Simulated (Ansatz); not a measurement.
`C=C=C(O)[SiH2]S` + CH₃OH → `CO[SiH2]S` + `C=C=CO`  (ligand exchange at the Si–C bond)

Gas-phase electronic energies from Ansatz, PBE0-D4/def2-TZVP geometries. CBS: MP2 limit from def2 TZ/QZ plus the TZ coupled-cluster correction, frozen cores. This one scheme is used for every species. DFT in def2-TZVPP. B3LYP here is the variant with VWN-RPA as its local correlation; programs differ in this. One conformer a species, not always the lowest.

```csv
level,ΔE (kcal/mol),difference from CCSD(T)/CBS
r2SCAN-D4,-20.5,0.1
PBE0-D4,-18.9,1.7
ωB97M-V,-21.1,-0.5
PBE,-18.8,1.8
r2SCAN,-20.8,-0.2
PBE0,-19.7,0.9
B3LYP,-22.0,-1.4
HF/def2-TZVPP,-25.2,-4.6
CCSD/def2-TZVPP,-21.6,-1.0
CCSD(T)/def2-TZVPP,-20.8,-0.2
HF/def2-QZVPP,-25.4,-4.8
MP2/def2-QZVPP,-20.4,0.2
SCS-MP2/def2-QZVPP,-21.3,-0.7
HF/CBS(def2),-25.4,-4.8
MP2/CBS(def2),-20.2,0.4
CCSD/CBS(def2),-21.4,-0.8
CCSD(T)/CBS,-20.6,0
```

Largest T1 diagnostic among the species: 0.013.

From PBE to PBE0 (25 % exact exchange), in def2-TZVPP and without D4, ΔE moves by −0.9 kcal/mol. The D4 term adds +1.2 kcal/mol with B3LYP and +0.8 kcal/mol with PBE0; it sums over pairs of atoms, weighted by their polarisabilities, and B3LYP, whose exchange is more repulsive, gets the larger term. In def2-TZVPP, CCSD(T) changes the Hartree–Fock value by +4.3 kcal/mol (the triples alone add +0.8 kcal/mol) and MP2 by +4.8 kcal/mol.
